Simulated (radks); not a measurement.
Results of a calculation; reference values are marked as such.
Species: the xenon ion Xe4+. Configuration: [Kr] 4d10 5s2 5p1 4f1 (not the ground configuration). Code: a radial shooting solver on a logarithmic mesh with Libxc functionals. Model: Dirac Kohn-Sham, PBEsol, spin-unpolarised, spherical densities, point nucleus; open shells are shared between the two j in proportion to 2j + 1. Some entries of the table are withheld. Estimate them.

| orbital | occ. | eigenvalue (Ry) | <1/r> (bohr^-1) |
|---|---|---|---|
| 1s1/2 | 2 | -2526.710 | 58.10 |
| 2s1/2 | 2 | -395.9654 | 13.59 |
| 2p1/2 | 2 | (1) | 13.57 |
| 2p3/2 | 4 | (2) | 12.47 |
| 3s1/2 | 2 | -83.59882 | (3) |
| 3p1/2 | 2 | -73.74781 | 4.770 |
| 3p3/2 | 4 | -69.21681 | 4.498 |
| 3d3/2 | 4 | -51.87158 | 4.356 |
| 3d5/2 | 6 | -50.91318 | 4.286 |
| 4s1/2 | 2 | -17.74788 | 1.968 |
| 4p1/2 | 2 | -14.26052 | 1.859 |
| 4p3/2 | 4 | -13.35498 | 1.771 |
| 4d3/2 | 4 | -7.71087 | 1.529 |
| 4d5/2 | 6 | -7.56428 | 1.508 |
| 5s1/2 | 2 | -4.48443 | 0.7663 |
| 5p1/2 | 0.333333 | (4) | 0.6832 |
| 5p3/2 | 0.666667 | (5) | 0.6581 |
| 4f5/2 | 0.428571 | -1.89260 | 0.7980 |
| 4f7/2 | 0.571429 | -1.88569 | 0.7922 |

Answer. 
(1) 2p1/2 eigenvalue (Ry): -372.2696
(2) 2p3/2 eigenvalue (Ry): -348.4229
(3) 3s1/2 <1/r> (bohr^-1): 4.857
(4) 5p1/2 eigenvalue (Ry): -3.56668
(5) 5p3/2 eigenvalue (Ry): -3.43063
